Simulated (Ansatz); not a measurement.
Two isomers of C2H7BF2Si: A = `C[Si](C)(F)BF`, B = `C[SiH2]C(F)BF`.

Isolated molecules relaxed with PBE0-D4/def2-TZVP in Ansatz; ΔE leaves out vibrations. CCSD(T)/CBS is the MP2 limit (def2-TZVPP, def2-QZVPP) plus CCSD(T) − MP2 in def2-TZVPP, frozen cores. Functionals use def2-TZVPP. B3LYP here is the variant with VWN-RPA as its local correlation; programs differ in this. One conformer a species, not always the lowest.

Q: Which isomer does CCSD(T)/CBS put lower? Give the gap. (An estimate is asked.)

A: Computed: A, by 51.0 kcal/mol.

Q: Give E(B) − E(A) in kcal/mol with HF/def2-TZVPP, B2PLYP, B3LYP, B3LYP-D4, r2SCAN-D4, PBE0-D4, ωB97M-V. (Best estimate.)

A: Computed: HF/def2-TZVPP 49.9, B2PLYP 49.8, B3LYP 48.5, B3LYP-D4 48.4, r2SCAN-D4 49.1, PBE0-D4 48.5, ωB97M-V 48.2. None reverses the order clearly.

Largest T1 diagnostic: 0.012.

From PBE to PBE0 (25 % exact exchange), in def2-TZVPP and without D4, E(B) − E(A) moves by +1.3 kcal/mol.
